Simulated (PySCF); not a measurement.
SMILES [F][Os]([F])([F])([F])([F])[F], triplet, PBE0/def2-SVP optimised geometry. Atoms within 1.6 Å of the plane z = 0.0 Å (x, y, z in Å): Os1 (0.00, 0.00, 0.00), F2 (1.84, 0.00, 0.00), F3 (-1.84, 0.00, 0.00), F4 (-0.04, 1.84, 0.00), F7 (0.04, -1.84, 0.00).

Calculation: unrestricted PBE0/def2-TZVP, def2 effective core potentials past Kr run with PySCF. The core electrons that the potentials of Os replace are not part of the density. Cells within 0.4 Å of a nucleus heavier than hydrogen are left out (blank, or x).

Map of the LUMO amplitude (α orbitals alone; a β orbital can be the lowest empty one) (bohr^(-3/2)) on the plane z = 0.0 Å; orbital energy -7.62 eV, overall sign arbitrary:

```
|555555555555555555555555555|
|555555555555555555555555555|
|555555555555555555555555555|
|555555555555555555555555555|
|555555555555554445555555555|
|555555555555544444555555555|
|5555555555567x3344555555555|
|555555555557xxx344455555555|
|5555555555567x3444444555555|
|555555555555555555444455555|
|555555555543356665444445555|
|555555666431159865433445555|
|5555557x65310x98653x3445555|
|555555xxx554xxx455xxx555555|
|5555443x35689x01356x7555555|
|555544334568951134666555555|
|555544444566653345555555555|
|555554444555555555555555555|
|5555554444443x7655555555555|
|555555554443xxx755555555555|
|5555555554433x7655555555555|
|555555555444455555555555555|
|555555555544455555555555555|
|555555555555555555555555555|
|555555555555555555555555555|
|555555555555555555555555555|
|555555555555555555555555555|
```
Scale: ten equal steps from -0.197 (start of '0') to 0.184 (end of '9'), in the order '0123456789'; x runs from -4.00 to 4.00, y from -4.00 (bottom) to 4.00 (top).
